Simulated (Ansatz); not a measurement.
Start from `F[CH](F)[SnH2][SH]` and change one atom or group to get `N=CC(F)F`.

Ansatz, PBE0-D4/def2-TZVP geometries, multiplicity 1. Each molecule was computed in one conformer, which needn't be the lowest.

Elements past krypton have def2 core potentials.

| property | `F[CH](F)[SnH2][SH]` |
| --- | --- |
| size of the dipole moment (ωB97M-V/def2-TZVPP) / D | 2.45 |
| LUMO energy (B3LYP/def2-TZVPP) / eV | -1.00 |
| HOMO energy (ωB97M-V/def2-TZVPP) / eV | -9.57 |
| LUMO energy (PBE0/def2-TZVPP) / eV | -0.72 |
| HOMO–LUMO gap (PBE0/def2-TZVPP) / eV | 6.66 |
| HOMO–LUMO gap (ωB97M-V/def2-TZVPP) / eV | 10.46 |

**Question.** What does the change do to each property? (An estimate is asked.)

**Answer.** The calculation gave: 
```tsv
property	`N=CC(F)F`	shift
size of the dipole moment (ωB97M-V/def2-TZVPP) / D	1.84	-0.61
LUMO energy (B3LYP/def2-TZVPP) / eV	-1.40	-0.40
HOMO energy (ωB97M-V/def2-TZVPP) / eV	-10.86	-1.29
LUMO energy (PBE0/def2-TZVPP) / eV	-1.12	-0.40
HOMO–LUMO gap (PBE0/def2-TZVPP) / eV	7.32	0.66
HOMO–LUMO gap (ωB97M-V/def2-TZVPP) / eV	12.08	1.62
```

With PBE0 the HOMO falls by 1.06 eV and the LUMO falls by 0.40 eV, so the gap widens by about 0.66 eV. PBE moves the HOMO by -0.71 eV and ωB97M-V by -1.29 eV. Dipoles are sizes alone; their direction can turn.

B3LYP here is the variant with VWN-RPA as its local correlation; programs differ in this.
